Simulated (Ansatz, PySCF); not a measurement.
Complex: HCl (SMILES Cl) (first 2 atoms) with CH2O (SMILES C=O); geometry from B3LYP-D3(BJ)/def2-TZVP, rigid monomers moved along the line of their centres of mass till H2···O4 is 1.67 Å.
(charge 0, multiplicity 1):
```xyz
6

Cl    -0.1523    -0.0562     0.4435
H      0.1496     0.4924     1.5878
C     -0.3437    -0.0150     3.8159
O      0.2746     0.8292     3.2197
H     -0.4087    -0.0057     4.9168
H     -0.8688    -0.8297     3.2880
```

Counterpoise-corrected where a basis set is named; no monomer relaxation.

Cores are frozen in the correlated methods. CBS: X⁻³ extrapolation of the correlation energy, Hartree–Fock from the larger set.

Programs: Ansatz (Gaussian orbitals); PySCF for the dispersion terms. Values without a source in brackets are computed.

PBE/def2-TZVPPD gives -5.23 kcal/mol for the interaction energy.

Task: How do the other levels lie against it? Give each less PBE: PBE-D3(BJ)/def2-TZVPPD, r2SCAN/def2-TZVPPD, PBE0/def2-TZVPPD, wB97M-V/def2-TZVPPD, MP2/CBS(aug-cc-pV(D+d)Z, aug-cc-pV(T+d)Z), CCSD(T)/CBS(aug-cc-pV(D+d)Z, aug-cc-pV(T+d)Z).

Result: PBE-D3(BJ)/def2-TZVPPD -0.97; r2SCAN/def2-TZVPPD -0.73; PBE0/def2-TZVPPD 0.03; wB97M-V/def2-TZVPPD 0.30; MP2/CBS(aug-cc-pV(D+d)Z, aug-cc-pV(T+d)Z) -0.33; CCSD(T)/CBS(aug-cc-pV(D+d)Z, aug-cc-pV(T+d)Z) 0.46 kcal/mol. 3 of 6 lie above PBE; the widest gap is to PBE-D3(BJ)/def2-TZVPPD.

Ansatz is a program for electronic structure.
